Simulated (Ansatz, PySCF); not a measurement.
Te(Cl)(OSiH3) (ClH3OSiTe), SMILES [SiH3]O[Te]Cl. Atoms are numbered in the order given.

```xyz
7

Te     0.4312    -0.0511     0.8166
Cl     0.8728     1.7640    -0.6811
O     -0.3087    -1.3643    -0.4801
Si    -1.7525    -1.2032    -1.3356
H     -2.8369    -0.7053    -0.4395
H     -2.0819    -2.5613    -1.8441
H     -1.5864    -0.2601    -2.4756
```

The structure is a stationary point at B3LYP-D3(BJ)/def2-SVP. This is a generated structure with no PubChem entry under its InChIKey; it may be hypothetical. The def2 effective core potentials stand for the cores of Te; spin–orbit coupling is left out. One conformer was computed; it need not be the lowest.

Two levels are set side by side: PBE-D3(BJ)/def2-SVP (Ansatz, a quantum-chemistry and plane-wave program) and B3LYP-D3(BJ)/def2-SVP (Ansatz). Each level has its own optimised geometry; the coordinates shown are those of the second. Frequencies come from the Hessian of PySCF at each geometry. Differences are taken from unrounded values.

```
quantity                            B3LYP-D3(BJ)
----------------------------------  ------------
mean bond length (Å)                       1.756
bond Te1–Cl2 (Å)                           2.394
bond Te1–O3 (Å)                            1.988
bond O3–Si4 (Å)                            1.686
bond Si4–H5 (Å)                            1.492
bond Si4–H6 (Å)                            1.487
bond Si4–H7 (Å)                            1.489
highest harmonic wavenumber (cm⁻¹)          2249
mean harmonic wavenumber (cm⁻¹)              879
zero-point energy (kcal/mol)               18.86
```

**Question.** What does PBE-D3(BJ) give, and how far is it from B3LYP-D3(BJ)? (An estimate is asked for; the answer gives what the named calculation found.)

**Answer.** 
```
quantity                            PBE-D3(BJ)  PBE-D3(BJ) minus B3LYP-D3(BJ)
----------------------------------  ----------  -----------------------------
mean bond length (Å)                     1.770                          0.014
bond Te1–Cl2 (Å)                         2.395                          0.000
bond Te1–O3 (Å)                          2.012                          0.024
bond O3–Si4 (Å)                          1.706                          0.021
bond Si4–H5 (Å)                          1.505                          0.013
bond Si4–H6 (Å)                          1.500                          0.013
bond Si4–H7 (Å)                          1.503                          0.014
highest harmonic wavenumber (cm⁻¹)        2192                            -57
mean harmonic wavenumber (cm⁻¹)            850                            -30
zero-point energy (kcal/mol)             18.22                          -0.64
```

GGA bonds tend to be longer and softer than those of functionals with exact exchange. Differences between two approximate levels are no errors against the true value.
